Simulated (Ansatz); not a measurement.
The cluster Mg₄⁻. The state is a doublet with charge -1. Geometry r2SCAN/def2-TZVP, that of the neutral singlet; atoms count from 1.

| atom | x (Å) | y (Å) | z (Å) |
| --- | --- | --- | --- |
| Mg1 | -1.607 | -0.386 | -0.844 |
| Mg2 | 1.266 | -1.274 | -0.468 |
| Mg3 | -0.246 | -0.020 | 1.839 |
| Mg4 | 0.587 | 1.680 | -0.527 |

The highest occupied level of the charge -1 doublet lies above zero (up to 0.09 eV). By energy differences its removal costs 0.94 eV (vertical, to the charge 0 singlet, at PBE0/def2-TZVPD); a positive level beside a positive removal energy at the same level points to self-interaction error. The structure comes from a short search, and lower isomers may exist.

**Question.** Estimate the Mulliken populations from the PBE0/def2-TZVPD orbitals of Ansatz.

**Answer.** 
| atom | charge (e) | spin (α − β) |
| --- | --- | --- |
| Mg1 | -0.25 | 0.25 |
| Mg2 | -0.25 | 0.25 |
| Mg3 | -0.25 | 0.25 |
| Mg4 | -0.25 | 0.25 |
Mulliken values and Mayer orders depend strongly on the basis. With diffuse functions, as here, like atoms can get unlike values, and bond orders can come out too low or too high.

**Question.** Where does the spin sit?

**Answer.** Summed by element: Mg 1.00, of 1 unpaired in all. Largest on single atoms: Mg2 0.25, Mg1 0.25, Mg3 0.25.

**Question.** And the Mayer bond orders between bonded heavy atoms (over 0.3)?

**Answer.** Mg1–Mg2 0.67 (3.03 Å); Mg1–Mg3 0.67 (3.03 Å); Mg1–Mg4 0.68 (3.03 Å); Mg2–Mg3 0.67 (3.03 Å); Mg2–Mg4 0.67 (3.03 Å); Mg3–Mg4 0.68 (3.03 Å).
